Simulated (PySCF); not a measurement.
A structure optimised at PBE-D3(BJ)/def2-SVP, used in a PySCF frequency run:

```xyz
10

N     -1.5005    -1.3480    -0.4011
Sn     0.0034    -0.0124     0.0128
N      1.6650    -0.7517     0.9613
O     -0.6718     1.4446     1.1977
F      0.4570     0.7616    -1.7413
H     -1.6002    -1.4168    -1.4248
H     -1.2220    -2.2831    -0.0694
H      2.4304    -0.8444     0.2771
H      1.9764    -0.0483     1.6483
H     -1.6426     1.5002     1.0964
```
Charge 0, spin multiplicity 1.

Q: Write its SMILES and formula.

A: [NH2][Sn]([NH2])([OH])[F], FH5N2OSn

Q: What are its rotational constants (standard atomic weights)?

A: 2.8147, 2.5836, 2.5151 GHz
